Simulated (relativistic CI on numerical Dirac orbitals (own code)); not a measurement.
# I24+: sensitivity of the levels to the model

Base calculation: Dirac-Coulomb-Breit CI, KLI orbitals optimised for each configuration, a model potential for QED, unscaled Slater integrals.

Configurations in the expansion (outside the closed core [Ar]): 3d¹⁰4s, 3d¹⁰4p, 3d¹⁰4d, 3d¹⁰4f, 3d¹⁰5s, 3d¹⁰5p, 3d¹⁰5d, 3d¹⁰5f, 3d¹⁰5g, 3d¹⁰6s, 3d¹⁰6p, 3d¹⁰6d, 3d⁹4s², 3d¹⁰6f, 3d¹⁰7s, 3d⁹4s4p, 3d¹⁰8s, 3d⁹4s4d, 3d⁹4s4f, 3d⁹4s5s, 3d⁹4s5p, 3d⁹4s5d, 3d⁹4s5f. Double excitations out of closed p, d and f shells are left out; levels of such configurations are missing from the list, as are those of other unlisted configurations, and high levels can miss mixing partners.

Variants: (1) Breit term removed. Shifts of the energy above 3d¹⁰4s ²S1/2, in eV, for the lowest level and the first level of each name with at least 55 % of one term (blank where a level changes its place among those of its configuration and J or its character, or is not in the variant):

```
        Level     Base    Δ(1)
 3d¹⁰4s ²S1/2    0.000   0.000
3d¹⁰4p ²P°1/2   50.776  -0.239
3d¹⁰4p ²P°3/2   67.132  -0.013
 3d¹⁰4d ²D3/2  150.096  +0.157
 3d¹⁰4d ²D5/2  153.296  +0.264
3d¹⁰4f ²F°5/2  241.060  +0.346
3d¹⁰4f ²F°7/2  241.468  +0.403
 3d¹⁰5s ²S1/2  334.389  +0.223
3d¹⁰5p ²P°1/2  358.125  +0.114
3d¹⁰5p ²P°3/2  365.455  +0.214
 3d¹⁰5d ²D3/2  403.536  +0.284
 3d¹⁰5d ²D5/2  405.030  +0.338
3d¹⁰5f ²F°5/2  443.278  +0.372
3d¹⁰5f ²F°7/2  443.557  +0.400
```

At this charge energies of transitions that change n are usually good to better than 1 %, and those within a shell (Δn = 0) to a few per cent.

Ionisation energy from the two ground configurations alone: base 799.333 eV; Breit term removed 799.745 eV. The NIST ASD value (semi-empirical) is 800.8 eV.

LS names give the leading component of a level, which can be under half, so a name can repeat, a term be missing and a line seem to break the LS rules.
